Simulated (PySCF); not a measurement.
**Ionisation energy of Tl by level of theory**

Tl [Xe] 4f14 5d10 6s2 6p1 (2P) → Tl⁺ [Xe] 4f14 5d10 6s2 (1S), as a difference of total energies. All numbers are calculated (PySCF 2.14, scalar relativity through the core potential, in def2-TZVPPD with the def2 core potential (60 electrons)). Correlated levels: valence and next inner shell: nothing frozen outside the core potential. The calculations carry no spin-orbit coupling.

Order these methods by the ionisation energy they give, lowest first.
A. UHF
B. CCSD (valence and next inner shell)
C. CCSD(T) (valence and next inner shell)
D. SCS-MP2 (valence and next inner shell)

A (5.010 eV), D (5.175 eV), B (5.269 eV), C (5.292 eV).

Errors of the correlated levels include the incompleteness of this basis.

For comparison: 5.464 eV (measured; NIST levels, between the centres of gravity of the two terms).
